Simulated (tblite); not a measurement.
HgI (SMILES [I][Hg]), doublet, geometry from GFN2-xTB (such geometries of metal compounds can be far from the true shape) (the spin is typed, not shown lowest); GFN1-xTB with ALPB(water) (tblite).

tblite was given this input:
```
$ tblite run mol.xyz --method gfn1 --charge 0 --spin 1 --alpb water --json tblite.json --no-restart

# file mol.xyz
2

Hg    -0.00000000    -0.00000000    -1.18466166
I      0.00000000     0.00000000     1.78816854
```

What does tblite print? Leave out banner, timings and long lists.


```
xTB calculator
 | screened Coulomb repulsion
 | Coulomb electrostatics
 |  * isotropic Klopman-Ohno-Mataga-Nishimoto electrostatics
 |  * onsite third-order electrostatics
 | DFT-D3(BJ) dispersion correction
 | Interactions (3)
 | [1] alpb/gbsa reaction field model
 | [2] cds contribution to solvation
 | [3] empirical free energy shift and standard state/solvent correction

halogen bonding energy    0.0000000000000E+00 Eh
repulsion energy          5.6615597844541E-04 Eh
dispersion energy        -5.0509805878406E-04 Eh
interaction energy       -6.6181650452121E-03 Eh
number of electrons       9.0000000000000E+00 e
integral cutoff           2.9931978625564E+01 bohr

------------------------------------------------------------
  cycle        total energy    energy error   density error
------------------------------------------------------------
      1     -4.827494557199  -4.8209375E+00   2.5853557E-01
      2     -4.840137717594  -1.2643160E-02   1.0666522E-01
      3     -4.840429316041  -2.9159845E-04   5.6992856E-02
      4     -4.840447309735  -1.7993694E-05   1.9569900E-03
      5     -4.840447995549  -6.8581339E-07   1.7932076E-04
      6     -4.840447995978  -4.2955151E-10   7.9029400E-05
      7     -4.840447997488  -1.5094725E-09   2.0321703E-07
------------------------------------------------------------

electronic energy        -4.8338908903624E+00 Eh
total energy             -4.8404479974879E+00 Eh

Post processing:
 | Mayer-Wiberg bond orders

[Info] JSON dump of results written to 'tblite.json'
```
